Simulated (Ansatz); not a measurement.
Reaction (substitution at a C–F bond): `FC([SiH3])Cl` + HBr → `[SiH3]C(Cl)Br` + H–F

Computed with Ansatz on PBE0-D4/def2-TZVP structures; ΔE is electronic, products minus reactants. CCSD(T)/CBS is the MP2 limit (def2-TZVPP, def2-QZVPP) plus CCSD(T) − MP2 in def2-TZVPP, frozen cores. This one scheme is used for every species. DFT in def2-TZVPP. B3LYP here is the variant with VWN-RPA as its local correlation; programs differ in this. For Br outer-core shells are correlated without core-valence functions, which leaves a few kJ/mol of doubt a bond. Scalar relativity is left out up to krypton.

`FC([SiH3])Cl`:

Z-matrix (Å, degrees):
```
C
Si 1 1.908
Cl 1 1.781 2 108.9
F 1 1.369 2 110.8 3 120.1
H 1 1.092 2 114.1 3 -117.9
H 2 1.482 1 107.7 3 61.8
H 2 1.481 1 108.1 3 -58.6
H 2 1.485 1 108.5 3 -178.9
```

HBr:

Cartesian coordinates in Å:
```
Br -0.708 0.044 -0.029
H 0.708 -0.044 0.029
```

`[SiH3]C(Cl)Br`:

Cartesian coordinates in Å:
```
Si -0.855 0.085 -0.484
C 0.796 -0.235 0.387
Cl 2.108 0.559 -0.494
Br 0.668 0.398 2.222
H -1.924 -0.628 0.258
H -1.091 1.546 -0.485
H -0.756 -0.436 -1.870
H 1.054 -1.289 0.466
```

H–F:

Z-matrix (Å, degrees):
```
F
H 1 0.920
```

```csv
level,ΔE (kJ/mol)
r2SCAN-D4,-19.4
ωB97X-V,-18.2
r2SCAN,-18.2
PBE0,-21.8
B3LYP,-12.3
SCS-MP2/def2-TZVPP,-37.8
MP2/CBS(def2),-53.7
CCSD/CBS(def2),-34.9
```

(1) What does CCSD(T)/CBS give? (An estimate is asked.)

Largest T1 diagnostic among the species: 0.011.

## Answers

(1) The calculation gave: -38.4 kJ/mol. The listed levels differ from it by 19.0, 20.2, 20.2, 16.6, 26.1, 0.6, -15.3, 3.5 kJ/mol.

The D4 term adds −9.6 kJ/mol with B3LYP and −4.9 kJ/mol with PBE0; it sums over pairs of atoms, weighted by their polarisabilities, and B3LYP, whose exchange is more repulsive, gets the larger term. In def2-TZVPP, CCSD(T) changes the Hartree–Fock value by −25.5 kJ/mol (the triples alone add −3.5 kJ/mol) and MP2 by −40.8 kJ/mol.
